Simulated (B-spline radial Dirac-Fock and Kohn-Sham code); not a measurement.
## K-line shifts caused by a second vacancy in Zr²⁺

System: Zr²⁺, configuration 1s2 2s2 2p6 3s2 3p6 3d10 4s2 4p6 4d2, inside a Watson sphere of charge -2 and radius 2.4 Å (a model of the Madelung potential; inside it an electron's potential energy is raised by 12.0 eV).

Input file task.json (cfg lists n, l and occupation; rrms is the nuclear radius in fm):

```json
{"items": [{
  "Z": 40,
  "q": 2,
  "cfg": [[1, 0, 2], [2, 0, 2], [2, 1, 6], [3, 0, 2], [3, 1, 6], [3, 2, 10], [4, 0, 2], [4, 1, 6], [4, 2, 2]],
  "A": 90,
  "rrms": 4.2694,
  "watson": [-2, 2.4],
  "do": ["binding", "quiet", "double"]
}]}
```

Run with: `python xray_run.py task.json out`

Method: Dirac-Fock ΔSCF + Breit + QED. Computed with a B-spline atomic structure program. Each two-hole energy is an average over J within one jj subconfiguration, not an observable level; in light atoms, where LS coupling holds, the j-resolved values are not observed lines, and for a K spectator the Kα1 hypersatellite is nearly forbidden. Correlation energy is missing from these numbers.

Lines without a spectator: Kα2 (K-L2) 15689.0 eV, Kα1 (K-L3) 15773.5 eV, Kβ3 (K-M2) 17649.7 eV, Kβ1 (K-M3) 17663.6 eV. Shifts in eV with one spectator hole (a dash: not computed, or left out as unreliable):

```
spectator hole     Kα2     Kα1     Kβ3     Kβ1
        K (1s)  +441.1  +449.8  +558.2  +559.9
    L2 (2p1/2)   +45.5   +56.5       –  +123.0
    L3 (2p3/2)   +47.8   +46.9  +113.7       –
    M2 (3p1/2)       –   +5.22  +12.39  +15.43
    M3 (3p3/2)   +4.21       –  +13.74  +13.16
    M4 (3d3/2)   +0.07   -1.77       –       –
    M5 (3d5/2)   -2.00   -0.75       –       –
```

With n spectator holes in 2p, averaged over the 2p shell (energies in eV):

```
n     KαLⁿ   step  hypersatellite KαʰLⁿ
0  15745.3      –               16192.2
1  15795.0  +49.7               16243.2
2  15845.8  +50.8               16295.3
3  15897.8  +52.0               16348.6
4  15950.9  +53.2               16403.1
5  16005.3  +54.4               16458.8
```
